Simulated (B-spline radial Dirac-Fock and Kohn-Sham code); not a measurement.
# Mn⁶⁺: L2-M23M23 lines in intermediate coupling

System: manganese as Mn⁶⁺, [Ar] 3d1.

Input of the calculation (task.json; shells as n, l, electrons):

```json
{"items": [{
  "Z": 25,
  "q": 6,
  "cfg": [[1, 0, 2], [2, 0, 2], [2, 1, 6], [3, 0, 2], [3, 1, 6], [3, 2, 1]],
  "A": 55,
  "rrms": 3.7057,
  "do": ["binding", "quiet", "double"]
}]}
```

Run with: `python xray_run.py task.json out`

Level of theory: Dirac-Fock energy differences between relaxed states, corrected for Breit and QED terms; an atomic code on a B-spline grid. The two-hole levels come from diagonalising the Coulomb interaction among the jj configurations; intensities are independent-particle Coulomb rates. Kinetic energies are from the vacuum level. Correlation energy is missing from these numbers. Open outer shells are spectators and are not coupled to the holes.

```csv
kinetic energy (eV),J,leading jj holes (weight),leading LS term (weight),intensity (%)
417.4,0,M2M2 (0.50),¹S0 (0.97),15.4
423.1,2,M2M3 (0.81),¹D2 (0.97),47.0
426.2,0,M3M3 (0.50),³P0 (0.97),7.0
426.5,1,M2M3 (1.00),³P1 (1.00),23.9
427.7,2,M3M3 (0.81),³P2 (0.97),6.7
```

The strongest line, by its leading LS label ¹D2, lies at 423.1 eV. The mean weight of the leading component is 0.73 in jj and 0.98 in LS coupling, so LS labels describe these levels better.
